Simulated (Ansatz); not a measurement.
Total energies of VF₃ from Ansatz at CCSD(T)/def2-TZVPP, gas phase (1 Eh = 27.2114 eV = 2625.5 kJ/mol). The reference geometry is relaxed at r2SCAN-D4/def2-TZVP.

Cartesian coordinates in Å:
```
V 0.001 0.045 -0.050
F -0.975 0.171 1.396
F 0.952 -1.422 -0.004
F 0.022 1.206 -1.342
```

```csv
state,geometry,energy (Eh)
charge 0 triplet,reference,-1242.72847
charge 1 doublet,reference,-1242.34299
free V atom (quartet),–,-943.25037
free F atom (doublet),–,-99.62506
```

Correlated methods freeze 8 core orbitals; core or outer-core shells of V are correlated, in sets that lack core-valence functions.

Task: Work out the vertical ionisation energy to the doublet.

Result: E(charge 1 doublet) − E(charge 0 triplet) = -1242.34299 − (-1242.72847) = 0.38548 Eh = 10.49 eV.

Task: What is the binding energy per atom against free atoms?

Result: Atoms: 1 × (-943.25037) + 3 × (-99.62506) = -1242.12555 Eh. Binding: -1242.12555 − (-1242.72847) = 0.60292 Eh = 16.41 eV, or 4.10 eV for each of 4 atoms (no zero-point energy, no counterpoise term).

 The singlet lies 0.43 eV above the triplet at this level but is left out (at the level of its geometry, restricted singlet, unstable towards broken spin symmetry at other levels and untested here).
